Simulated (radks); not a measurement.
Species: Rh VI. Configuration: [Kr] 4d4. Calculated with a radial shooting solver on a logarithmic mesh with Libxc functionals: scalar-relativistic Kohn-Sham, PBE, spin-unpolarised, spherical densities, point nucleus.

Normalised radial functions P(r) = r R(r), r in bohr:

| r | 3s | 3p | 4d |
|---|---|---|---|
| 0.001452 | 0.1357 | 0.0031 | 0.0000 |
| 0.001875 | 0.1693 | 0.0049 | 0.0000 |
| 0.002442 | 0.2114 | 0.0078 | 0.0000 |
| 0.003179 | 0.2618 | 0.0126 | 0.0000 |
| 0.004107 | 0.3185 | 0.0199 | 0.0001 |
| 0.005348 | 0.3842 | 0.0318 | 0.0001 |
| 0.006963 | 0.4540 | 0.0505 | 0.0003 |
| 0.008995 | 0.5197 | 0.0786 | 0.0006 |
| 0.01171 | 0.5746 | 0.1226 | 0.0013 |
| 0.01525 | 0.5996 | 0.1881 | 0.0026 |
| 0.0197 | 0.5731 | 0.2788 | 0.0052 |
| 0.02565 | 0.4665 | 0.4058 | 0.0105 |
| 0.0334 | 0.2552 | 0.5665 | 0.0206 |
| 0.04315 | -0.0554 | 0.7414 | 0.0384 |
| 0.05618 | -0.4509 | 0.9048 | 0.0703 |
| 0.07316 | -0.8246 | 0.9822 | 0.1225 |
| 0.0945 | -1.0102 | 0.8846 | 0.1979 |
| 0.1231 | -0.8421 | 0.5205 | 0.3002 |
| 0.1602 | -0.2275 | -0.1216 | 0.4111 |
| 0.207 | 0.6564 | -0.8804 | 0.4897 |
| 0.2695 | 1.4852 | -1.5288 | 0.4828 |
| 0.3509 | 1.8149 | -1.7551 | 0.3285 |
| 0.4533 | 1.5418 | -1.4950 | 0.0237 |
| 0.5903 | 0.9254 | -0.9393 | -0.3902 |
| 0.7686 | 0.3818 | -0.4220 | -0.7716 |
| 0.9929 | 0.1065 | -0.1332 | -0.9661 |
| 1.293 | 0.0168 | -0.0251 | -0.9115 |
| 1.684 | 0.0014 | -0.0026 | -0.6587 |
| 2.175 | 0.0001 | -0.0001 | -0.3661 |
| 2.832 | 0.0000 | 0.0000 | -0.1418 |
| 3.687 | 0.0000 | 0.0000 | -0.0347 |

3s: eigenvalue -670.41 eV, 2 radial nodes at r = 0.0414, 0.172 bohr, <r> = 0.390 bohr, 90 % of the charge inside 0.576 bohr. 3p: eigenvalue -556.41 eV, 1 radial node at r = 0.153 bohr, <r> = 0.390 bohr, 90 % of the charge inside 0.588 bohr. 4d: eigenvalue -70.799 eV, 1 radial node at r = 0.461 bohr, <r> = 1.26 bohr, 90 % of the charge inside 1.90 bohr.
